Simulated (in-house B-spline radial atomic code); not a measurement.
A radial electron density 4πr²n(r) was computed for an atom or ion in its tabulated ground configuration with an all-electron radial atomic-structure program (B-spline basis); method: Dirac-Hartree-Fock, average of configuration. Columns: r (bohr), 4πr²n(r) (electrons per bohr), bar.

```
 0.00111    1.628 #
 0.00134    2.267 #
 0.00163    3.182 ##
 0.00199    4.468 ###
 0.00242    6.185 ###
 0.00294    8.473 #####
 0.00357    11.48 ######
 0.00434    15.37 #########
 0.00528    20.28 ###########
 0.00641    26.17 ###############
  0.0078     33.1 ###################
 0.00948    40.65 #######################
  0.0115    48.22 ###########################
   0.014    55.12 ###############################
   0.017    60.09 ##################################
  0.0207    62.28 ###################################
  0.0252    61.25 ###################################
  0.0306    57.89 #################################
  0.0372    54.37 ###############################
  0.0452    53.71 ##############################
   0.055    58.17 #################################
  0.0668    66.94 ######################################
  0.0812    75.59 ###########################################
  0.0988    77.87 ############################################
    0.12    70.97 ########################################
   0.146    59.37 ##################################
   0.177    52.77 ##############################
   0.216    56.09 ################################
   0.262     62.7 ###################################
   0.319    60.43 ##################################
   0.387    45.61 ##########################
   0.471    27.51 ################
   0.573    18.23 ##########
   0.696    18.48 ##########
   0.846    20.04 ###########
    1.03    17.16 ##########
    1.25    11.19 ######
    1.52    5.606 ###
    1.85    2.173 #
    2.25   0.6428 
    2.73   0.1391 
    3.32  0.01928 
    4.04 0.001531
```

Which atom or ion is it?
A. In4+
B. Ag4+
C. Cd4+
D. Sb5+

C. The area under the curve, ∫4πr²n dr = ∫r·4πr²n d(ln r) on this logarithmic grid, is 44 electrons, which only this option has. The configuration is [Kr] 4d8.
